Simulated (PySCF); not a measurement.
**Shifts of the heteroatoms**

Atom-mapped SMILES (the numbers label the heavy atoms): `[CH3:1][N:2]([CH3:3])[C@@H:4]1[CH:5]=[CH:6][Si@@H:7]1[C:8]#[N:9]`; H(Xn) means a hydrogen on atom n.

Level of theory: PBE0/pcSseg-1 with gauge-including orbitals, GFN2-xTB geometry, in PySCF (non-relativistic, averaged over atoms made equivalent by symmetry, fast rotation or ring inversion, single conformer, isolated molecule).

(1) Where does $^{29}$Si resonate?

(2) What are the $^{15}$N shifts?

Results:

(1) 
| atoms | environment | σ (ppm) | δ (ppm) |
| --- | --- | --- | --- |
| Si7 | silicon bonded to 3 C, H, in a 4-membered ring | 398.8 | -47.8 |

Shieldings were converted by a linear fit to measured shifts: $^{29}$Si: δ = 279.94 − 0.822σ (rms 8.9 ppm, 72 shifts, 25.8 ppm with the 6 outliers that the fit left out vs TMS, solution or neat liquid). A few per cent of atoms miss by over 2 rms, more outside the fitted compound classes.

On a 400 MHz spectrometer $^{29}$Si resonates near 79.5 MHz, so 1 ppm is 79.5 Hz.

(2) 
```tsv
atoms	environment	σ (ppm)	δ (ppm)
N9	nitrile nitrogen	-99.4	-56.5
N2	amine nitrogen	213.9	-345.2
```

Shieldings were converted by a linear fit to measured shifts: $^{15}$N (scatter 6.3 ppm rms vs CH3NO2, solution or neat liquid). A few per cent of atoms miss by over 2 rms, more outside the fitted compound classes.

On a 300 MHz spectrometer $^{15}$N resonates near 30.4 MHz, so 1 ppm is 30.4 Hz.
